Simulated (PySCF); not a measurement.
C3H8Si2, SMILES C#C[Si@@H](C)[SiH3]. Atoms are numbered in the order given.

```xyz
13

C     -1.5060    -2.3476    -0.5529
C     -0.7896    -1.4865    -0.0754
Si     0.2812    -0.1485     0.5932
C      2.0828    -0.4997     0.1880
Si    -0.4412     1.8626    -0.3778
H     -2.1386    -3.1110    -0.9701
H      0.0812    -0.0899     2.0747
H      2.3957    -1.4600     0.6252
H      2.2296    -0.5508    -0.9012
H      2.7304     0.2943     0.5904
H     -0.2737     1.7928    -1.8631
H     -1.8803     2.1177    -0.0641
H      0.3723     3.0108     0.1351
```
Charge 0, spin multiplicity 1.

Coordinates come from a PBE0-D3(BJ)/def2-SVP optimisation. The structure was generated by enumeration; whether it is a known compound was not checked.

Method: PBE0-D3(BJ)/def2-SVP run with PySCF.

Frequencies are harmonic and unscaled.

Computed normal modes with their intensities:
```
mode  ν (cm⁻¹)  IR (km/mol)  Raman (Å⁴/amu)  depolarisation  moving atoms (share of kinetic energy)
----  --------  -----------  --------------  --------------  --------------------------------------
1           89          0.3             6.4            0.74                 C 41 %, Si 37 %, H 21 %
2          101          0.0             0.4            0.75                                  H 95 %
3          141          1.1             6.9            0.75                 C 55 %, H 32 %, Si 13 %
4          144          0.4             1.7            0.64                 Si 35 %, C 35 %, H 31 %
5          166          0.1             0.2            0.75                                  H 96 %
6          294         18.3             7.0            0.70                  C 66 %, H 25 %, Si 8 %
7          334         23.5             3.2            0.68                 C 71 %, H 18 %, Si 11 %
8          415          3.1            19.0            0.17                 Si 62 %, H 26 %, C 12 %
9          484         15.8             6.9            0.71                         H 81 %, Si 18 %
10         519         19.5             6.3            0.54                  H 70 %, Si 20 %, C 9 %
11         616         26.0             4.1            0.53                 C 52 %, Si 32 %, H 17 %
12         670          9.9             9.4            0.68                  H 78 %, C 13 %, Si 9 %
13         724         38.2             9.7            0.50                 H 37 %, Si 32 %, C 31 %
14         734         34.5             2.1            0.67                          H 75 %, C 24 %
15         747         37.3             1.3            0.69                          H 75 %, C 24 %
16         753         44.5             9.0            0.42                 H 74 %, C 16 %, Si 10 %
17         812        299.6             4.5            0.46                 H 75 %, C 13 %, Si 11 %
18         870        113.1             5.1            0.66                         H 83 %, Si 11 %
19         893         33.7            10.1            0.73                  H 81 %, C 11 %, Si 8 %
20         933         45.8            24.3            0.74                                  H 97 %
21         935         55.7            21.8            0.75                                  H 97 %
22        1259         15.8             1.6            0.06                          H 79 %, C 21 %
23        1426          4.7            12.1            0.75                                  H 96 %
24        1430          5.2             9.7            0.75                                  H 96 %
25        2159         28.3           212.1            0.25                          C 90 %, H 10 %
26        2211         81.6           127.0            0.27                                  H 98 %
27        2217         36.0           322.4            0.14                                  H 97 %
28        2224        119.8            77.9            0.73                                  H 96 %
29        2233        100.0           119.4            0.45                                  H 96 %
30        3061          2.1           138.5            0.01                                  H 97 %
31        3171          1.0           100.6            0.75                           H 91 %, C 9 %
32        3174          0.6            79.5            0.71                           H 91 %, C 9 %
33        3474         59.4            45.0            0.26                          H 86 %, C 14 %
```
